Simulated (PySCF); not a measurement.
Computed properties of 2-methylidenethietane (C4H6S), SMILES C=C1SCC1

2-methylidenethietane (C4H6S), SMILES C=C1CCS1. Geometry: B3LYP-D3(BJ)/def2-SVP. The values are those of a single conformer. All values are computed for the isolated molecule unless a solvent is named; none is compared with measurement here.

**Structure.** The optimised structure has Cs symmetry. All 27 harmonic modes at B3LYP-D3(BJ)/def2-SVP (PySCF) are real, so it is a minimum. With heavy atoms numbered as in [CH2:1]=[C:2]1[CH2:3][CH2:4][S:5]1, the shortest bond between them is C1–C2 at 1.333 Å and the longest C4–S5 at 1.856 Å.

**Vibrations.** The strongest infrared lines (harmonic, unscaled, degenerate partners summed) lie at 1720 cm⁻¹ (88 km/mol, C 93 %), 846 cm⁻¹ (44 km/mol, H 73 %, C 27 %), 3078 cm⁻¹ (30 km/mol, H 95 %). The softest mode is at 67 cm⁻¹ and the zero-point energy is 55.2 kcal/mol.

**Electronic structure.** r2SCAN/def2-TZVP (PySCF) places the frontier levels at -5.23 and -0.91 eV, a gap of 4.32 eV, and gives a dipole moment of 1.94 D and a mean polarisability of 66.3 bohr³. PBE/def2-TZVP (PySCF) at the same geometry gives -5.04 and -1.15 eV, so its gap is 0.43 eV narrower. An orbital gap is neither the optical nor the fundamental gap.

**Excitations.** TDDFT-B3LYP/def2-SVPD (PySCF) has S1 at 4.26 eV (291 nm, f = 0.000, dark); the most intense of the 10 singlets computed lies at 5.32 eV (f = 0.17). T1 (TDA) is at 3.76 eV. TDDFT-PBE/def2-SVPD (PySCF) puts S1 at 4.03 eV. No vertical singlet excitation falls in the visible range (under 3.1 eV).

**NMR.** GIAO shifts at KT2/pcSseg-1 (PySCF) (non-relativistic, atoms alike by connectivity averaged): ¹³C from 30.1 to 148.0 ppm against TMS; ¹H from 3.3 to 5.2 ppm against TMS.

**Solvation.** SMD-B3LYP/def2-SVP (PySCF) gives -0.6 kcal/mol in water, -5.0 kcal/mol in dichloromethane, -4.1 kcal/mol in ethylethanoate (1 M in both phases, gas-phase geometry); of these solvents dichloromethane holds the molecule best.
